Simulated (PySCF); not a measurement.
C2H6F2Si. Atoms are numbered in the order given.

```xyz
11

C     -1.9700     0.4972     0.5323
C     -0.8072     0.1055    -0.3529
F     -0.4471     1.1876    -1.1496
Si     0.7280    -0.4207     0.6244
F      1.8630    -0.9687    -0.4024
H     -2.3225    -0.3646     1.1195
H     -2.8088     0.8593    -0.0816
H     -1.6908     1.3021     1.2300
H     -1.1117    -0.7157    -1.0289
H      1.2801     0.7530     1.3540
H      0.3810    -1.5311     1.5571
```
Charge 0, spin multiplicity 1.

Geometry: PBE0-D3(BJ)/def2-SVP. The structure was generated by enumeration; whether it is a known compound was not checked. One conformer was computed; it need not be the lowest.

Computed with HF/pcSseg-1 in PySCF.

GIAO shieldings, no solvent; atoms listed in one row are averaged. δ = σ(ref) − σ: ¹³C against TMS (σ = 192.6 ppm); ¹⁹F against CFCl3 (σ = 238.5 ppm); ²⁹Si against TMS (σ = 393.8 ppm); ¹H against TMS (σ = 31.99 ppm), references at their B3LYP-D3(BJ)/def2-TZVP geometries, non-relativistic.

Computed chemical shifts:
| nucleus | atoms | count | δ (ppm) |
|---|---|---|---|
| ¹³C | C2 | 1 | 75.8 |
| ¹³C | C1 | 1 | 16.6 |
| ¹⁹F | F5 | 1 | -177.5 |
| ¹⁹F | F3 | 1 | -219.7 |
| ²⁹Si | Si4 | 1 | -7.6 |
| ¹H | H10 | 1 | 4.91 |
| ¹H | H9 | 1 | 4.64 |
| ¹H | H11 | 1 | 4.59 |
| ¹H | H6, H7, H8 | 3 | 1.65 |
